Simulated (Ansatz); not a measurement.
Ansatz (a program for electronic structure) input (B3LYP-D3(BJ)/def2-TZVP):

Ansatz 0.2 input:
```yaml
crystal:
  periodic: [false, false, false]
  atoms:
    - {symbol: Mg, position_ang: [0.84482143, 0.23687288, 0.16626203]}
    - {symbol: I, position_ang: [-0.66230959, 1.95136769, -1.80508965]}
    - {symbol: I, position_ang: [-0.14153179, -2.18087779, 1.67478531]}
basis:
  gaussian:
    orbitals: def2-TZVP
hamiltonian:
  xc: b3lyp
  dispersion: d3bj
total_charge: -1
magnetization: {spin_polarized: true, initial_magnetization: 1}
relax: {f_tol: 0.002, max_steps: 150}
```

End of the output:

```
reference -21657.58348842 eV, -795.9015131622 hartree; 32, 31 occupied and 100, 101 virtual orbitals, 1277 factors
relax step   4: F+E_penalty+E_count = -21657.77815506 eV  Δ(F+E_penalty+E_count) = -1.601e-2 eV  max|allowed force component| = 4.719e-2 eV/Å  Δτ_max = 0.1185 Å  (31 SCF iters, accepted)
these checks for a lower state are left out or cut short: starts, cluster_reference, orbital_swaps, neighbouring_geometries, increment
integrals: 0.10 GiB planned
1277 factors; integrals over basis functions are off by at most 4.1e-4 eV
mean field: 1.07 GiB planned
mean field -21657.58235427 eV, -795.9014714828 hartree, gradient 1.4e-5 eV, S^2 0.751081; 0 other end points of the search recorded, 0 dependent functions left out
the calculation of the forces begins
reference -21657.58256303 eV, -795.9014791547 hartree; 32, 31 occupied and 100, 101 virtual orbitals, 1277 factors
relax step   5: F+E_penalty+E_count = -21657.77869437 eV  Δ(F+E_penalty+E_count) = -5.393e-4 eV  max|allowed force component| = 5.735e-3 eV/Å  Δτ_max = 0.0158 Å  (27 SCF iters, accepted)
these checks for a lower state are left out or cut short: starts, cluster_reference, orbital_swaps, neighbouring_geometries, increment
integrals: 0.10 GiB planned
1277 factors; integrals over basis functions are off by at most 4.1e-4 eV
mean field: 1.07 GiB planned
mean field -21657.58280769 eV, -795.9014881457 hartree, gradient 1.2e-5 eV, S^2 0.751085; 0 other end points of the search recorded, 0 dependent functions left out
the calculation of the forces begins
reference -21657.58301652 eV, -795.9014958199 hartree; 32, 31 occupied and 100, 101 virtual orbitals, 1277 factors
relax step   6: F+E_penalty+E_count = -21657.77872559 eV  Δ(F+E_penalty+E_count) = -3.123e-5 eV  max|allowed force component| = 3.435e-4 eV/Å  Δτ_max = 0.0051 Å  (26 SCF iters, accepted)
integrals: 0.10 GiB planned
1277 factors; integrals over basis functions are off by at most 4.1e-4 eV
mean field: 1.07 GiB planned
mean field evaluation 64: about -21657.5826 eV, gradient 1.8e-1 eV
mean field -21657.58280769 eV, -795.9014881457 hartree, gradient 1.2e-5 eV, S^2 0.751085; 1 other end points of the search recorded, 0 dependent functions left out
the calculation of the forces begins
reference -21657.58301652 eV, -795.9014958199 hartree; 32, 31 occupied and 100, 101 virtual orbitals, 1277 factors
Total energy: -21657.77893442 eV, -795.9086956701 hartree
Atom 0 at     0.914128     0.256571     0.179007 Å, force     0.000016     0.000002     0.000005 eV/Å
Atom 1 at    -0.662424     1.667777    -1.580921 Å, force    -0.000052     0.000341    -0.000291 eV/Å
Atom 2 at    -0.210724    -1.916985     1.437871 Å, force     0.000036    -0.000343     0.000286 eV/Å
Dipole moment:    -0.155781    -0.043961    -0.028895 e Å
```
